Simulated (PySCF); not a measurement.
C3F8, SMILES FC(F)(F)C(F)(F)C(F)(F)F, singlet (CAM-B3LYP/def2-SVP optimised geometry):

```
11

F      0.179    -0.242    -1.096
C      0.611     0.365     0.000
F      0.178     1.618     0.000
F      1.934     0.365     0.000
C      0.106    -0.376     1.254
F      0.572     0.265     2.331
F      0.601    -1.618     1.227
C     -1.427    -0.475     1.385
F     -1.934    -1.141     0.358
F     -1.726    -1.113     2.505
F     -1.963     0.737     1.422
```

Computed with CAM-B3LYP/def2-TZVP in PySCF.

### Question
What are the frontier orbital energies and the dipole moment?

### Answer
HOMO-2 -14.21 eV, HOMO-1 -14.03 eV, HOMO -12.44 eV, LUMO 2.31 eV, LUMO+1 2.37 eV; dipole moment 0.10 D.

On the same geometry PBE/def2-TZVP in PySCF gives HOMO-2 -10.39 eV, HOMO-1 -10.31 eV, HOMO -8.92 eV, LUMO -0.01 eV, LUMO+1 0.00 eV; dipole moment 0.09 D.

Meta-Löwdin charges at CAM-B3LYP/def2-TZVP: F1 -0.26, C2 0.78, F3 -0.25, F4 -0.25, C5 0.49, F6 -0.26, F7 -0.26, C8 0.78, F9 -0.25, F10 -0.25, F11 -0.26.
